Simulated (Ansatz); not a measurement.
`C[N]([SiH3])[AlH][F]` + `[CH3][In]([OH])[F]` → `[CH3][In]([F])[O][SiH3]` + `C[NH][AlH][F]`  (ligand exchange at the Si–N bond)

Isolated molecules relaxed with PBE0-D4/def2-TZVP in Ansatz; ΔE leaves out vibrations. CBS: MP2 limit from def2 TZ/QZ plus the TZ coupled-cluster correction, frozen cores. DFT in def2-TZVPP. Elements past krypton have def2 core potentials. For In outer-core shells are correlated without core-valence functions, which leaves a few kJ/mol of doubt a bond. Each species was taken in one conformer, which may not be the lowest.

```json
{"level": "r2SCAN-D4", "ΔE (kcal/mol)": "-13.2"}
{"level": "CCSD(T)/def2-TZVPP", "ΔE (kcal/mol)": "-13.7"}
```

Q: What does CCSD(T)/CBS give? (An estimate is asked.)

A: The calculation gave: -13.7 kcal/mol. The listed levels differ from it by 0.5, 0.0 kcal/mol.

Largest T1 diagnostic among the species: 0.016.

In def2-TZVPP, CCSD(T) changes the Hartree–Fock value by +5.4 kcal/mol (the triples alone add +0.9 kcal/mol) and MP2 by +5.8 kcal/mol. From PBE to PBE0 (25 % exact exchange), in def2-TZVPP and without D4, ΔE moves by −1.2 kcal/mol. The D4 term adds +1.4 kcal/mol with B3LYP and +0.7 kcal/mol with PBE0; it sums over pairs of atoms, weighted by their polarisabilities, and B3LYP, whose exchange is more repulsive, gets the larger term.

B3LYP here is the variant with VWN-RPA as its local correlation; programs differ in this.
